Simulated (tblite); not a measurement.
Species: C₆H₈BClO.
SMILES with atom numbers: `[Cl:1][BH:2][C@@H:3]1[CH:4]=[CH:5][CH2:6][O:7][CH:8]=[CH:9]1` (hydrogens: H10 on B2; H11 on C3; H12 on C4; H13 on C5; H14, H15 on C6; H16 on C8; H17 on C9)

Computed with GFN2-xTB (tblite), gas phase: L-BFGS steps from a force-field or distance-geometry start until the largest atomic force falls under 0.01 eV/Å.

Geometry at step 0:
```
atom  x, y, z in Å
Cl1    -2.2816   -2.9142   -0.9986
B2     -2.1674   -1.2243   -0.2628
C3     -0.7628   -0.4442   -0.3332
C4      0.1693   -0.9307    0.7264
C5      1.4468   -0.5440    0.7824
C6      1.9836    0.4425   -0.2212
O7      1.3565    1.7158   -0.0714
C8     -0.0189    1.9793   -0.1312
C9     -0.9919    1.0466   -0.2257
H10    -2.9060   -0.9738    0.6375
H11    -0.3467   -0.6658   -1.3384
H12    -0.1791   -1.6401    1.4956
H13     2.0969   -0.9256    1.5620
H14     1.8658    0.0711   -1.2602
H15     3.0736    0.5794   -0.0396
H16    -0.3304    3.0139   -0.0738
H17    -2.0145    1.4260   -0.2575
```

Q: What forces act on the atoms?

A: 
```json
{"atom": "Cl1", "Fx (eV/Å)": "0.027", "Fy (eV/Å)": "1.962", "Fz (eV/Å)": "0.625"}
{"atom": "B2", "Fx (eV/Å)": "0.443", "Fy (eV/Å)": "-1.870", "Fz (eV/Å)": "0.710"}
{"atom": "C3", "Fx (eV/Å)": "-1.398", "Fy (eV/Å)": "-0.324", "Fz (eV/Å)": "-1.032"}
{"atom": "C4", "Fx (eV/Å)": "0.852", "Fy (eV/Å)": "-0.483", "Fz (eV/Å)": "0.765"}
{"atom": "C5", "Fx (eV/Å)": "-0.615", "Fy (eV/Å)": "-0.280", "Fz (eV/Å)": "-0.296"}
{"atom": "C6", "Fx (eV/Å)": "-0.196", "Fy (eV/Å)": "-0.160", "Fz (eV/Å)": "0.214"}
{"atom": "O7", "Fx (eV/Å)": "-0.528", "Fy (eV/Å)": "1.380", "Fz (eV/Å)": "-0.075"}
{"atom": "C8", "Fx (eV/Å)": "0.193", "Fy (eV/Å)": "-2.327", "Fz (eV/Å)": "-0.082"}
{"atom": "C9", "Fx (eV/Å)": "0.752", "Fy (eV/Å)": "1.179", "Fz (eV/Å)": "-0.023"}
{"atom": "H10", "Fx (eV/Å)": "-0.061", "Fy (eV/Å)": "-0.073", "Fz (eV/Å)": "-0.724"}
{"atom": "H11", "Fx (eV/Å)": "0.291", "Fy (eV/Å)": "0.199", "Fz (eV/Å)": "0.370"}
{"atom": "H12", "Fx (eV/Å)": "-0.057", "Fy (eV/Å)": "0.452", "Fz (eV/Å)": "-0.537"}
{"atom": "H13", "Fx (eV/Å)": "-0.048", "Fy (eV/Å)": "0.191", "Fz (eV/Å)": "-0.162"}
{"atom": "H14", "Fx (eV/Å)": "-0.077", "Fy (eV/Å)": "0.105", "Fz (eV/Å)": "0.294"}
{"atom": "H15", "Fx (eV/Å)": "-0.698", "Fy (eV/Å)": "0.364", "Fz (eV/Å)": "-0.121"}
{"atom": "H16", "Fx (eV/Å)": "0.774", "Fy (eV/Å)": "-0.022", "Fz (eV/Å)": "0.062"}
{"atom": "H17", "Fx (eV/Å)": "0.346", "Fy (eV/Å)": "-0.292", "Fz (eV/Å)": "0.013"}
```

The largest, 2.34 eV/Å, acts on C8; the rms over all components is 0.718 eV/Å. The forces sum to zero within rounding, as they must for an isolated molecule in no field.

Q: Give the force on C8 in Eh/bohr and in nN.

A: 2.336 eV/Å ÷ 51.422 = 0.04544 Eh/bohr, and 2.336 eV/Å × 1.602 = 3.74 nN.

Q: How far is this geometry from the end of the optimisation?

A: 0.637 eV above it, and 0.475 Å rms away after alignment. The bonds farthest from their final lengths, with half the difference of the two atoms' forces along the bond (positive lengthens):

| bond | now (Å) | final (Å) | force along bond (eV/Å) |
| --- | --- | --- | --- |
| Cl1–B2 | 1.847 | 1.690 | -1.72 |
| O7–C8 | 1.402 | 1.354 | -0.70 |
| C8=C9 | 1.351 | 1.328 | -1.41 |
| C4–H12 | 1.103 | 1.081 | -0.61 |
| C6–H15 | 1.113 | 1.092 | -0.24 |
| B2–C3 | 1.608 | 1.589 | -0.39 |

The angle farthest from its final value is O7–C8–H16, 117.4° against 108.6°.

Of the 6 listed bonds off by 0.010 Å or more, this force points towards the final length in 6.

What follows is the cost of the whole relaxation. On Arm Neoverse V2, one thread (shared host), this took 0.85 s of wall time.
